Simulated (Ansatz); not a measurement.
Isolated molecules relaxed with PBE0-D4/def2-TZVP in Ansatz; ΔE leaves out vibrations. CCSD(T)/CBS is the MP2 limit (def2-TZVPP, def2-QZVPP) plus CCSD(T) − MP2 in def2-TZVPP, frozen cores. This one scheme is used for every species. Functionals use def2-TZVPP. Elements past krypton have def2 core potentials. For Hf outer-core shells are correlated without core-valence functions, which leaves a few kJ/mol of doubt a bond. Each species was taken in one conformer, which may not be the lowest.

Consider the ligand exchange at the Hf–O bond: `[OH][Hf]([OH])([OH])[Cl]` + HCl → `[OH][Hf]([OH])([Cl])[Cl]` + H₂O.

`[OH][Hf]([OH])([OH])[Cl]`:

```xyz
8

O    -1.793   -0.299   -0.261
Hf   -0.016    0.283    0.157
O     0.846   -1.007    1.282
O     0.991    0.521   -1.456
Cl   -0.133    2.359    1.310
H    -2.561   -0.525   -0.775
H     0.969   -1.775    1.829
H     1.698    0.444   -2.087
```

HCl:

```xyz
2

Cl   -0.231    0.561    0.202
H     0.231   -0.561   -0.202
```

`[OH][Hf]([OH])([Cl])[Cl]`:

Cartesian coordinates in Å:
```
O 1.258 -0.550 -0.996
Hf 0.133 0.124 0.374
O -1.677 0.157 -0.191
Cl 0.317 -1.267 2.268
Cl 0.807 2.319 0.906
H 1.697 -0.905 -1.762
H -2.535 0.122 -0.600
```

H₂O:

Cartesian coordinates in Å:
```
O 0.373 -0.082 0.073
H 0.027 0.634 -0.464
H -0.401 -0.552 0.390
```

| level | ΔE (eV) |
| --- | --- |
| r2SCAN-D4 | -0.39 |
| ωB97M-V | -0.36 |
| revPBE | -0.38 |
| BHLYP | -0.36 |
| HF/def2-TZVPP | -0.41 |
| SCS-MP2/def2-TZVPP | -0.36 |
| CCSD(T)/def2-TZVPP | -0.36 |
| HF/def2-QZVPP | -0.41 |

Task: What does CCSD(T)/CBS give? (Best estimate.)

Result: The calculation gave: -0.40 eV. The listed levels differ from it by 0.01, 0.04, 0.02, 0.04, -0.01, 0.04, 0.04, -0.01 eV.

Task: What do rigid-rotor, harmonic-oscillator terms from PBE0-D4/def2-TZVP frequencies (298.15 K, 1 bar) make of the CCSD(T)/CBS value? (Best estimate.)

Result: Ansatz gave: ΔZPE = +0.10 eV, ΔH = -0.31 eV, ΔS = 0 J/(mol·K), ΔG = -0.31 eV.

Largest T1 diagnostic among the species: 0.015.

From BLYP to BHLYP (50 % exact exchange), in def2-TZVPP and without D4, ΔE moves by −0.06 eV. At CCSD(T), def2-SVP lies +0.14 eV from the extrapolated value and def2-TZVPP +0.04 eV. Leaving LDA and LC-ωPBE aside and taking each functional with its dispersion term where it has one, the values, not all of them listed here, spread over 0.12 eV, from HSE06-D4 to CAM-B3LYP-D4. LDA lies +0.04 eV from PBE without D4.
